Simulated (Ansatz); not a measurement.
One change: `[NH2][GeH]([F])[SiH3]` becomes `[F][GeH2][SiH3]`.

Ansatz, PBE0-D4/def2-TZVP geometries, multiplicity 1. Each molecule was computed in one conformer, which needn't be the lowest.

Scalar relativity is left out up to krypton.

```json
{"property": "HOMO energy (PBE/def2-TZVPP) / eV", "`[NH2][GeH]([F])[SiH3]`": "-6.47"}
{"property": "HOMO energy (B3LYP/def2-TZVPP) / eV", "`[NH2][GeH]([F])[SiH3]`": "-7.69"}
{"property": "LUMO energy (PBE0/def2-TZVPP) / eV", "`[NH2][GeH]([F])[SiH3]`": "-0.12"}
{"property": "HOMO energy (PBE0/def2-TZVPP) / eV", "`[NH2][GeH]([F])[SiH3]`": "-7.96"}
{"property": "HOMO–LUMO gap (ωB97M-V/def2-TZVPP) / eV", "`[NH2][GeH]([F])[SiH3]`": "11.93"}
{"property": "LUMO energy (ωB97M-V/def2-TZVPP) / eV", "`[NH2][GeH]([F])[SiH3]`": "1.58"}
```

Q: What does the change do to each property? (Best estimate.)

A: Computed: 
```csv
property,`[F][GeH2][SiH3]`,shift
HOMO energy (PBE/def2-TZVPP) / eV,-7.23,-0.76
HOMO energy (B3LYP/def2-TZVPP) / eV,-8.25,-0.56
LUMO energy (PBE0/def2-TZVPP) / eV,-0.63,-0.51
HOMO energy (PBE0/def2-TZVPP) / eV,-8.45,-0.49
HOMO–LUMO gap (ωB97M-V/def2-TZVPP) / eV,11.73,-0.20
LUMO energy (ωB97M-V/def2-TZVPP) / eV,1.22,-0.36
```

B3LYP here is the variant with VWN-RPA as its local correlation; programs differ in this.
